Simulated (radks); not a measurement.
Question: Method: non-relativistic Kohn-Sham, LB94 model potential, spin-polarised, spherical densities, point nucleus; open shells are filled with parallel spins first (spin-orbit coupling, left out, can overturn this in heavy ions); computed with a radial shooting solver on a logarithmic mesh with Libxc functionals. Response by self-consistent Sternheimer equations with the Hartree and adiabatic LDA kernel. For heavy and open-shell atoms this level of theory can miss by tens of per cent. Rank Fe, K, Co+, Cu, Ni+, Rh, Cd (NIST ground configurations) by static dipole polarisability, largest first.

Answer: K 184.9, Fe 47.80, Rh 44.89, Cd 39.77, Cu 30.99, Co+ 7.100, Ni+ 6.368 bohr^3.
